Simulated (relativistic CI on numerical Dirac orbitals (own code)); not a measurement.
# One change at a time: I⁵⁰⁺

Base calculation: Dirac-Coulomb-Breit CI, orbitals from a KLI potential per configuration, a model potential for QED, unscaled Slater integrals.

Configuration list (outside the closed core 1s2): 2s, 2p, 3s, 3p, 3d, 4s, 4p, 4d, 4f, 5s, 5p, 5d, 5f, 5g, 6s, 6p, 6d. Levels of other configurations are missing.

Variants: (1) QED terms removed; (2) non-relativistic limit. Shifts of the energy above 2s ²S1/2, in eV, for the lowest level and the first level of each name with at least 55 % of one term (blank where a level changes its place among those of its configuration and J or its character, or is not in the variant):

```
    Level     Base   Δ(1)     Δ(2)
 2s ²S1/2     0.00   0.00     0.00
2p ²P°1/2   116.98  +6.05   -18.28
2p ²P°3/2   460.46  +5.47  -361.76
 3s ²S1/2  5297.28  +4.37  -281.65
3p ²P°1/2  5329.52  +6.15  -286.26
3p ²P°3/2  5431.57  +5.98  -388.32
 3d ²D3/2  5441.79  +6.19  -387.00
 3d ²D5/2  5472.85  +6.12  -418.05
 4s ²S1/2  7123.74  +5.42  -364.65
4p ²P°1/2  7136.93  +6.17  -366.41
4p ²P°3/2  7179.84  +6.09  -409.32
 4d ²D3/2  7184.12  +6.18  -408.83
 4d ²D5/2  7197.26  +6.15  -421.97
4f ²F°5/2  7197.47  +6.18  -421.90
4f ²F°7/2  7203.94  +6.16  -428.37
 5s ²S1/2  7960.16  +5.79  -396.73
5p ²P°1/2  7966.80  +6.17  -397.57
5p ²P°3/2  7988.69  +6.13  -419.46
 5d ²D3/2  7990.88  +6.18  -419.22
 5d ²D5/2  7997.60  +6.16  -425.95
5f ²F°5/2  7997.72  +6.18  -425.92
 5g ²G7/2  8001.04  +6.17  -429.23
```

At this charge energies of transitions that change n are usually good to better than 1 %, and those within a shell (Δn = 0) to a few per cent.

Ionisation energy from the two ground configurations alone: base 9420.5 eV; QED terms removed 9426.68 eV. The NIST ASD value (theoretical) is 9421.1 eV.
